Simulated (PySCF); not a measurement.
Job for PySCF: R-MP2/6-31G* on C10H8 (SMILES c1ccc2cccc-2cc1).

```python
from pyscf import gto, scf, dft, mp
from pyscf.data.elements import chemcore

mol = gto.M(
    atom='''
    C     2.43506312    0.10963491    0.07669295
    C     1.90452120   -1.17571428    0.02590128
    C     0.56904645   -1.56393726   -0.02502285
    C    -0.56804101   -0.77354200   -0.03813234
    C    -1.89156614   -1.23202542   -0.09058266
    C    -2.74745188   -0.12371458   -0.08647865
    C    -1.99648079    1.05696194   -0.03189395
    C    -0.63646419    0.71932872    0.00013640
    C     0.42365139    1.60864872    0.05625267
    C     1.78912641    1.34202404    0.09039129
    H     3.51833943    0.15841330    0.11087936
    H     2.62862069   -1.98195819    0.02606452
    H     0.38949370   -2.63454334   -0.05932591
    H    -2.18816146   -2.26904147   -0.12765194
    H    -3.82639025   -0.17230396   -0.12034080
    H    -2.38673657    2.06304936   -0.01663397
    H     0.14692390    2.65871252    0.07628830
    H     2.43650601    2.21000703    0.13345630
    ''',
    basis='6-31g*',
    cart=True,
    charge=0, spin=0, verbose=3, max_memory=1800)
mf = scf.RHF(mol)
mf.conv_tol = 1e-8
mf.max_cycle = 100
mf.kernel()
if not mf.converged:
    mf = mf.newton().run(mf.mo_coeff, mf.mo_occ)
pt = mp.MP2(mf, frozen=chemcore(mol)).run()
```

Program output:

```
converged SCF energy = -383.281948611469
E(RMP2) = -384.556564589476  E_corr = -1.27461597800707
E(SCS-RMP2) = -384.510828781442  E_corr = -1.22888016997261
```

The run converged.

Cost: very roughly 18 core-seconds.
